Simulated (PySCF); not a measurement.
**Vibration and rotation of NaSb**

ROHF-CCSD(T) constants of NaSb, ³Σ⁻ (triplet), unpaired electrons π ↑↑ (Na cc-pVDZ, Sb cc-pVDZ-PP with ECP28; scalar-relativistic core potentials (PySCF 2.14); masses 22.9898 and 120.9038 u):

| Quantity | Value |
| --- | --- |
| ωe | 194.1 cm⁻¹ |
| ωexe | 0.846 cm⁻¹ |
| Be | 0.097068 cm⁻¹ |
| αe | 0.000558 cm⁻¹ |
| De to Na + Sb | 0.86 eV |

Q: What force constant and bond length do these constants imply?

A: Reduced mass μred = 19.317 u; k = 5.8918×10⁻⁷·μred·ωe² (u, cm⁻¹, mdyn/Å) = 0.429 mdyn/Å; Re = √(16.8576/(μred·Be)) (u, cm⁻¹, Å) = 2.998 Å.

Q: Estimate the centrifugal constant D from the Kratzer relation and find the Dunham coefficient a1.

A: D = 4Be³/ωe² = 9.71e-08 cm⁻¹; a1 = −1 − αeωe/(6Be²) = -2.92.

Correlated steps freeze 5 core orbitals. Correlated levels converge slowly with the basis: in double zeta they bind strong bonds too weakly, by up to about 1 eV, and carry superposition errors of some tenths. These are scalar-relativistic numbers at best; spin–orbit coupling would shift them, the dissociation energy most. The state was picked by a PBE0 search and need not be the measured ground state.
